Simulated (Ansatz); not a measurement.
# AlH5N2S: where a starting geometry ends

The starting geometry of this gas-phase singlet was optimised with GFN2-xTB.

```yaml
atoms:
  - { symbol: Al, position_ang: [-2.1776, -0.4951, 0.9961] }
  - { symbol: N, position_ang: [-2.4907, -0.5272, -0.7536] }
  - { symbol: N, position_ang: [-0.7426, 0.3984, 1.6406] }
  - { symbol: S, position_ang: [0.1727, -1.0553, 1.4673] }
  - { symbol: H, position_ang: [-1.8873, -0.2446, -1.5168] }
  - { symbol: H, position_ang: [-3.3454, -0.8882, -1.1544] }
  - { symbol: H, position_ang: [-2.9909, -1.2442, 2.0344] }
  - { symbol: H, position_ang: [-0.2242, 1.1146, 2.1299] }
  - { symbol: H, position_ang: [0.6776, -0.8705, 0.2245] }
```

**Question.** Where would you expect an optimisation with PBE0-D4/def2-SVP to take it?

**Answer.** A bond breaks, leaving `[NH2][AlH][NH]S`. Contacts that open: Al1–S4 (2.46 → 3.07 Å).

The energy falls by 0.33 eV over 26 steps:

```json
{"step": "1", "E − E(last) (eV)": "0.334"}
{"step": "4", "E − E(last) (eV)": "0.129"}
{"step": "7", "E − E(last) (eV)": "0.118"}
{"step": "9", "E − E(last) (eV)": "0.117"}
{"step": "12", "E − E(last) (eV)": "0.114"}
{"step": "15", "E − E(last) (eV)": "0.094"}
{"step": "18", "E − E(last) (eV)": "0.032"}
{"step": "20", "E − E(last) (eV)": "0.005"}
{"step": "23", "E − E(last) (eV)": "0.000"}
{"step": "26", "E − E(last) (eV)": "0.000"}
```

Final geometry (Å):

```tsv
atom	x (Å)	y (Å)	z (Å)
Al	-2.0375	-0.7985	0.6421
N	-2.9973	-0.1301	-0.6897
N	-0.4679	-0.0181	1.0413
S	0.4340	-0.4281	2.4276
H	-2.7736	0.6817	-1.2535
H	-3.8806	-0.5230	-0.9953
H	-2.5364	-2.0594	1.4473
H	-0.0724	0.7779	0.5491
H	1.3233	-1.3145	1.8990
```

Frequencies at the end are all real (lowest 64 cm⁻¹). Run with Ansatz 0.2.0, 29 s on 2 threads of Intel(R) Xeon(R) 6975P-C (Granite Rapids), on a shared host.
